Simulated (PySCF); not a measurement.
**Dipole moment and polarisability of C3H9B**

Species: C₃H₉B.
Cartesian coordinates in Å at the PBE0-D3(BJ)/def2-SVP level; atoms count from 1:
```xyz
13
C3H9B angstrom
C      1.2211    0.6745   -0.0762
B      0.5577   -0.7026    0.2460
C     -0.9755   -0.9269    0.4805
C     -1.9093    0.2758    0.4507
H      2.2504    0.7722    0.3005
H      0.6323    1.5627    0.1963
H      1.3142    0.6832   -1.1825
H      1.2671   -1.6917    0.2632
H     -1.2920   -1.6950   -0.2537
H     -1.0609   -1.4733    1.4416
H     -2.9599   -0.0066    0.6207
H     -1.6418    1.0141    1.2232
H     -1.8651    0.7976   -0.5185
```

The species is `CBCC` (C3H9B).

Level: CAM-B3LYP/def2-SVPD (PySCF), static field, nuclei fixed, core orbitals frozen in the response. The polarisability tensor in these axes (au):

```
x   58.58  0.66 -2.25
y    0.66 54.61 -1.67
z   -2.25 -1.67 46.23
```

Task: What are the eigenvalues, a third of the trace, and Δα (Δα² = ½Σ(αi − αj)² over the three pairs)?

Result: Principal values 45.57, 54.66 and 59.18 au; mean 53.14 au = 7.87 Å³ = 8.76 × 10⁻⁴⁰ C²·m²/J; Δα = 12.01 au (23 % of the mean).

Task: What is the dipole moment, and where does it point?

Result: (-0.27, 0.26, -0.09) D, 0.39 D in size, pointing from the negative to the positive side. Measured along this direction, the outermost atoms are H8 at the negative end and H13 and H11 at the positive end.

Task: How large is μ²/3kT at 500 K beside α?

Result: In Gaussian units μ²/3kT = 0.72 Å³ against 7.87 Å³, a ratio of 0.09; the Debye molar polarisation (4π/3)N_A(α + μ²/3kT) is 21.7 cm³/mol, leaving out the vibrational part.

Task: Find the Langevin capture rate constant for H3O+ (19.018 u) meeting this molecule (56.080 u), k = 2.342 × 10⁻⁹ cm³/s × √(α in Å³ / reduced mass in u).

Result: The reduced mass is 14.20 u, so k = 1.74 × 10⁻⁹ cm³/s. The formula leaves out the permanent dipole, which adds to the capture rate.

Task: Give the eigenvalues of the traceless quadrupole moment Θ = ½Σq(3rr − r²1), origin at the centre of nuclear charge.

Result: -3.07, 0.45, 2.62 D·Å. The values depend on the origin, since the dipole doesn't vanish. The electronic extent ⟨r²⟩ about the same centre is 390 bohr², a root-mean-square distance of 1.85 Å for the 32 electrons.

Task: In TDDFT the mean static polarisability is Σ f/ω² over all singlet excitations (ω in hartree). How much of it do the 10 lowest give? Their energies (eV) and oscillator strengths: 6.08, 0.0016; 6.30, 0.0013; 8.01, 0.0149; 8.26, 0.0857; 8.34, 0.0135; 8.90, 0.0039; 9.04, 0.0540; 9.07, 0.0030; 9.13, 0.0036; 9.15, 0.0415.

Result: They add up to 2.26 au, 4.2 % of the 53.14 au; the largest single term is 0.93 au, from the state at 8.26 eV. Terms in order: 0.03, 0.02, 0.17, 0.93, 0.14, 0.04, 0.49, 0.03, 0.03, 0.37 au. Higher excitations give the rest. The strengths listed sum to 0.223.

The structure is a single PBE0-D3(BJ)/def2-SVP conformer in the gas phase; no vibrational or solvent corrections.
